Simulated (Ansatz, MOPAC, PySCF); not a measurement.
Complex: C2H4 (SMILES C=C) (first 6 atoms) with CH3NO (SMILES NC=O); geometry from B3LYP-D3(BJ)/def2-TZVP, rigid monomers moved along the line of their centres of mass till C1···H10 is 2.38 Å.
(charge 0, multiplicity 1):
| atom | x (Å) | y (Å) | z (Å) |
|---|---|---|---|
| C | 0.4519 | 0.4774 | 0.7391 |
| C | -0.4232 | -0.5141 | 0.6331 |
| H | 1.2096 | 0.4683 | 1.5133 |
| H | 0.4487 | 1.3184 | 0.0556 |
| H | -1.1806 | -0.5278 | -0.1418 |
| H | -0.3974 | -1.3525 | 1.3186 |
| N | -0.9493 | 0.5148 | 3.6602 |
| C | -0.0608 | -0.3304 | 4.2319 |
| O | 0.7598 | -0.9893 | 3.6297 |
| H | -0.9537 | 0.6254 | 2.6561 |
| H | -1.6040 | 1.0307 | 4.2206 |
| H | -0.1549 | -0.3656 | 5.3329 |

Monomers are frozen at their geometry in the pair; levels with a basis set take the counterpoise correction. Rows marked so take none.

Rows in 6-31G*, STO-3G carry no dispersion term and start afresh at each structure (6-31G* with six Cartesian d functions). The state that PM7 reach isn't checked; PM7 holds dispersion and hydrogen-bond terms.

Programs: Ansatz (Gaussian basis) for Hartree–Fock, density functionals and correlated methods; MOPAC for PM7 (differences of heats of formation); PySCF for 6-31G* rows, STO-3G rows, the dispersion terms. 

Problem. One of these levels gives -1.71 kcal/mol for the interaction energy. Which?
A) PM7
B) HF/STO-3G (no counterpoise)
C) BP86/6-31G* (no counterpoise)
D) PBE-D4/def2-TZVPPD

Solution. A, PM7. The others give 0.51 (HF/STO-3G (no counterpoise)), -3.17 (PBE-D4/def2-TZVPPD), -2.52 (BP86/6-31G* (no counterpoise))

Ansatz is a program for electronic structure.
